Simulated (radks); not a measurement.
The numbers below are computed, except where a source is named.
Q: The mean radii <r> (bohr) of the occupied orbitals of an atom or ion are listed with their occupations. Level of theory: Dirac Kohn-Sham, PBE, spin-unpolarised, spherical densities, point nucleus (a radial shooting solver on a logarithmic mesh with Libxc functionals).

orbital  occ.      <r>
1s1/2       2  0.03185
2s1/2       2   0.1380
2p1/2       2   0.1171
2p3/2       4   0.1221
3s1/2       2   0.3790
3p1/2       2   0.3711
3p3/2       4   0.3820
3d3/2       4   0.3555
3d5/2       6   0.3590
4s1/2       2   0.9380
4p1/2       2    1.004
4p3/2       4    1.033
4d3/2     2.8    1.298
4d5/2     4.2    1.311

Name the element and its charge. Open shells, if any, are shared by 2j + 1.

A: Z = 46, palladium, charge +3: Pd3+ in [Kr] 4d7. The 1s radius gives Z: for a bare nucleus <r> = (2 gamma + 1)/(2Z) with gamma = sqrt(1 - (Z/c)^2), 0.03135 bohr for Z = 46, and screening makes it slightly larger (0.03185 here). The occupations add up to 43, and the charge is Z minus that.
